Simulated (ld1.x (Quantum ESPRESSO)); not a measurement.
What the settings do to the PAW potential of N (Z = 7)

Base potential:

ld1.x (Quantum ESPRESSO) 7.5 input, shortened:

```
&input
   title='N', zed=7., rel=2, dft='PBE', iswitch=3,
   config='[He] 2s2 2p3', rel_dist='average'
 /
 &inputp
   pseudotype=3, lpaw=.true., tm=.true., lloc=-1, rcloc=1.40,
   nlcc=.true., new_core_ps=.true.,
   which_augfun='PSQ', rmatch_augfun=0.85
 /
4
2S  1  0   2.00   0.00  0.80  0.90  0.0
2S  1  0   0.00   3.50  0.80  0.90  0.0
2P  2  1   3.00   0.00  1.35  1.70  0.0
2P  2  1   0.00   0.65  1.35  1.70  0.0
 &test
   configts(1)='2s2 2p3'
 /
```

Open shells are filled in proportion to 2j + 1 (rel_dist='average').

All-electron outer shells of the reference configuration (PBE, scalar-relativistic, ld1.x):

| shell | level (eV) | outermost node (bohr) | outermost maximum (bohr) |
| --- | --- | --- | --- |
| 1s | -384.72 | – | 0.15 |
| 2s | -18.58 | 0.32 | 1.02 |
| 2p | -7.09 | – | 0.98 |

Cutoffs, loose and tight: the cutoffs (Ry, on a coarse ladder) from which the occupation-weighted sum of valence levels, in a spherical-Bessel basis at the reference potential, stays within 10 and 1 mRy of its value at 400 Ry. They do not see the model core or the augmentation charge, which bear on the density cutoff. Test errors are all-electron minus pseudo excitation energies from the reference, over the configurations 2s2 2p2; 2s2 2p1; 2s2 2p0; 2s2 2p3.3; 2s2 2p2.5; 2s1 2p0; 2s1 2p4. A dash means not determined; rows that change the core or the reference have their own tests.

Cutoffs are not given where the Bessel-basis levels miss the radial ones by over 6 mRy, ghosts where they miss by over 20 mRy; a channel whose overlap is not positive is not tested.

```csv
change,outcome,bound ghosts,largest test error (meV)
base,generated,not determined,-57
local potential all-electron potential smoothed inside 1.24 bohr (lloc = -1),generated,not determined,-27
"all radii but the core radius scaled by about 1.42 (s 1.28, p 2.40 bohr, rcut 1.14/1.92); local potential all-electron potential smoothed inside 1.98 bohr (lloc = -1); augmentation PSQ, radius 1.20 bohr",generated,not determined,test run stopped at test 1 of 7 (negative rho)
reference 2s2 2p1,generated,not determined,-20
"wave 2p channel at 0.65 Ry: rcut 1.35, rcutus 1.70 bohr becomes 2p channel at -0.15 Ry: rcut 1.35, rcutus 1.70 bohr",generated,not determined,-57
local potential all-electron potential smoothed inside 0.90 bohr (lloc = -2),generated,not determined,-27
functional LDA (PZ),generated,not determined,-93
```
